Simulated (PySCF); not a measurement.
Two species compared at the same levels of theory.

First species: 1,2-propanediol, C₃H₈O₂.
Z-matrix (Å and degrees, PBE0-D3(BJ)/def2-SVP geometry), rows numbered from 1:
```
C 
C   1  1.5174
O   2  1.4166  1  111.36
C   2  1.5223  1  112.48  3  -116.85
O   4  1.3971  2  110.93  1    63.21
H   1  1.1025  2  111.19  3   -57.13
H   1  1.1004  2  111.04  3  -176.74
H   1  1.0997  2  109.75  3    63.47
H   2  1.1093  1  109.64  3   122.48
H   3  0.9619  2  108.72  1    44.98
H   4  1.1087  2  108.31  1  -173.74
H   4  1.1015  2  110.03  1   -56.52
H   5  0.9671  4  104.89  2    48.26
```

Second species: W(NMe)F4, CH3F4NW (singlet state).
SMILES: `C[N]=[W]([F])([F])([F])[F]`

Levels: CAM-B3LYP/def2-SVPD for dipole moment, HOMO energy, LUMO energy, HOMO–LUMO gap and static isotropic polarisability; TDDFT CAM-B3LYP/def2-SVPD for lowest singlet excitation; TDA CAM-B3LYP/def2-SVPD for lowest triplet excitation (Tamm–Dancoff); PBE0-D3(BJ)/def2-SVP for rotational constant A and rotational constant C. Geometries: PBE0-D3(BJ)/def2-SVP. Each structure is a single optimised conformer of the isolated species (atoms past krypton carry core potentials, spin–orbit coupling is left out); the electronic structure was computed with PySCF and density fitting.

The conformers computed, where there is a choice (atom-mapped SMILES and torsion angles):
- `[CH3:1][C@H:2]([OH:3])[CH2:4][OH:5]`: C1–C2–C4–O5 63°, H–O3–C2–C1 45°, H–O5–C4–C2 48°

```tsv
property	column X	column Y
dipole moment	3.85 D	2.67 D
HOMO energy	-10.74 eV	-9.28 eV
LUMO energy	-2.14 eV	0.95 eV
HOMO–LUMO gap	8.60 eV	10.23 eV
lowest singlet excitation	4.40 eV	7.24 eV
lowest triplet excitation (Tamm–Dancoff)	4.18 eV	6.94 eV
static isotropic polarisability	63.0 au	48.4 au
rotational constant A	1.996 GHz	6.747 GHz
rotational constant C	1.522 GHz	3.459 GHz
```

Problem. Which column belongs to which species?

Solution. Column X is the second species and column Y the first. The first has 13 atoms and 42 electrons, the second 10 and 126.

Problem. How does each property change from the first species to the second?

Solution. dipole moment +1.18 D; HOMO energy -1.46 eV; LUMO energy -3.09 eV; HOMO–LUMO gap -1.63 eV; lowest singlet excitation -2.84 eV; lowest triplet excitation (Tamm–Dancoff) -2.76 eV; static isotropic polarisability +14.6 au; rotational constant A -4.751 GHz; rotational constant C -1.937 GHz.

On the first: In atomic units the dipole is 1.05 e·bohr (1 au = 2.5417 D). S1 lies 2.99 eV below the HOMO–LUMO gap; its leading configuration is HOMO−1→LUMO, weight 0.80.

On the second: The principal polarisabilities are 55.0, 55.0 and 79.1 au; their mean is the isotropic value. The dipole equals about 12.8 × 10⁻³⁰ C·m (1 D = 3.33564 × 10⁻³⁰ C·m). Atoms past krypton carry effective core potentials; spin–orbit coupling is left out.
